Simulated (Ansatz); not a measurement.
# SiF3 (trifluorosilyl): methods side by side

The species is SiF3 (4 atoms), meant as a doublet with charge 0. SMILES: `F[Si](F)F`. Geometry: relaxed at GFN2-xTB.

```xyz
4

F     0.7879   -0.5090    1.1190
Si   -0.3252    0.2440    0.2689
F    -0.9627   -0.8891   -0.6469
F     0.5001    1.1540   -0.7410
```

Each level gives the energy change with the F1–Si2 bond stretched from 1.590 to 2.385 Å (eV). The values are calculated.

```json
{"level": "UHF/STO-3G", "kind": "Hartree–Fock", "program": "Ansatz", "value (eV)": "1.70", "less FCI/STO-3G": "-0.06"}
{"level": "UBLYP/STO-3G", "kind": "GGA", "program": "Ansatz", "value (eV)": "2.06", "less FCI/STO-3G": "+0.30"}
{"level": "UB3LYP/STO-3G", "kind": "global hybrid", "program": "Ansatz", "value (eV)": "2.30", "less FCI/STO-3G": "+0.54"}
{"level": "U-wB97M-V/STO-3G", "kind": "range-separated hybrid", "program": "Ansatz", "value (eV)": "2.48", "less FCI/STO-3G": "+0.72"}
{"level": "UCAM-B3LYP/STO-3G", "kind": "range-separated hybrid", "program": "Ansatz", "value (eV)": "2.51", "less FCI/STO-3G": "+0.75"}
{"level": "RPA@PBE/STO-3G", "kind": "RPA", "program": "Ansatz", "value (eV)": "1.61", "less FCI/STO-3G": "-0.15"}
{"level": "UCCSD(T)/STO-3G", "kind": "coupled cluster or CI", "program": "Ansatz", "value (eV)": "1.76", "less FCI/STO-3G": "0.00"}
{"level": "UCCSD/STO-3G", "kind": "coupled cluster or CI", "program": "Ansatz", "value (eV)": "1.81", "less FCI/STO-3G": "+0.05"}
{"level": "FCI/STO-3G", "kind": "exact in the basis", "program": "Ansatz", "value (eV)": "1.76", "less FCI/STO-3G": "0.00"}
```

FCI/STO-3G is exact within its basis and frozen core, so for wave-function methods in that basis the difference is their error; functionals converge differently with the basis, so for them it is only a difference. The first shape isn't each level's own minimum. The values span 1.61 to 2.51 eV. All rows use very small basis sets, so even the best lies far from the true value.
